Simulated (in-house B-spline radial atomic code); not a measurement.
S⁵⁺. Computed with a B-spline radial atomic code. Model: all-electron spherical atom, spin shells full or empty, radial basis limit, no spin-orbit coupling, Breit or QED, empty-state partial waves extrapolated as (l+1/2)^-4, RPA, G0W0 and static COHSEX of the highest shell as one setting changes (uncorrelated shells keep exact exchange).

Empty levels are discrete states of a finite basis, so the steps are uneven.

Given: element S; charge 5; filled core Ne; hamiltonian non-relativistic; mean-field start r2SCAN; highest l of empty states 9; lowest nl shells left uncorrelated 2; highest mean-field shell 3s up; box radius 10.43 bohr.

Shell: 3s 1 0 (electrons up and down).

| highest empty level kept (hartree) | RPA correlation energy (hartree) | G0W0 level (eV) | G0W0 minus most complete (meV) | COHSEX level (eV) | linearised minus solved G0W0 (meV) |
| --- | --- | --- | --- | --- | --- |
| 12 | -0.18423 | -88.866 | 134.5 | -90.512 | 42.5 |
| 24 | -0.25563 | -88.907 | 93.1 | -90.626 | 42.8 |
| 42 | ? | ? | ? | ? | ? |
| 72 | -0.34149 | -88.969 | 31 | -90.823 | 43.5 |
| 120 | -0.36177 | -88.985 | 15.4 | -90.874 | 43.6 |
| 216 | -0.37396 | -88.994 | 6.4 | -90.899 | 43.7 |
| 360 | -0.37916 | -88.998 | 2.5 | -90.91 | 43.8 |
| 720 | ? | ? | ? | ? | ? |
| 1440 | -0.3822 | -89 | 0.1 | -90.917 | 43.8 |
| 3000 | -0.38234 | -89 | 0 | -90.917 | 43.8 |
| 7200 | -0.38235 | -89 | 0 | -90.917 | 43.8 |
| 24000 | -0.38235 | -89 | 0 | -90.917 | 43.8 |

**Question.** What follows for highest empty level kept = 42?

**Answer.** RPA correlation energy -0.30631 hartree; G0W0 level -88.941 eV; G0W0 minus most complete 59.5 meV; COHSEX level -90.73 eV; linearised minus solved G0W0 43.2 meV.

**Question.** What follows for highest empty level kept = 720?

**Answer.** RPA correlation energy -0.38159 hartree; G0W0 level -89 eV; G0W0 minus most complete 0.5 meV; COHSEX level -90.916 eV; linearised minus solved G0W0 43.8 meV.
